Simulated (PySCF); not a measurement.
**How exact exchange moves a shielding**

Molecule: `NC(=O)C#C[SiH3]`, C3H5NOSi.

Mapped SMILES: `[NH2:1][C:2](=[O:3])[C:4]#[C:5][SiH3:6]`. Hydrogens are named by the atom that carries them. Ha(N1) is cis to the C=O or C=S heteroatom; Hb(N1) is trans to the C=O or C=S heteroatom.

GIAO shieldings (ppm, equivalent atoms averaged) in PySCF 2.14 on the PBE0-D3(BJ)/def2-SVP geometry, basis pcSseg-2, gas phase, non-relativistic:

| functional | exact exchange (%) | σ(N1) | σ(C4) | σ(Si6) |
| --- | --- | --- | --- | --- |
| BLYP | 0 | 133.9 | 66.4 | 414.9 |
| BP86 | 0 | 136.4 | 69.2 | 423.1 |
| PBE | 0 | 136.8 | 68.9 | 425.2 |
| B3LYP | 20 | 138.8 | 69.5 | 424.2 |
| PBE0 | 25 | 142.9 | 72.9 | 436.4 |
| mPW1PW91 | 25 | 142.1 | 72.5 | 434.5 |
| HF | 100 | 160.1 | 84.4 | 467.7 |

Question: Fit each shielding as a line in the percentage of exact exchange.

Answer: σ(N1) = 135.6 + 0.25 x (rms 1.2 ppm); σ(C4) = 68.0 + 0.16 x (rms 1.1 ppm); σ(Si6) = 420.9 + 0.47 x (rms 4.0 ppm). The functionals also differ in their semilocal parts, which the line can't hold; Hartree–Fock has no correlation at all.

Question: What does the line predict for BHandHLYP (50 %), and what does the run give?

Answer: σ(N1): 148.1 predicted, 146.6 computed; σ(C4): 76.0 predicted, 74.7 computed; σ(Si6): 444.4 predicted, 438.9 computed ppm.
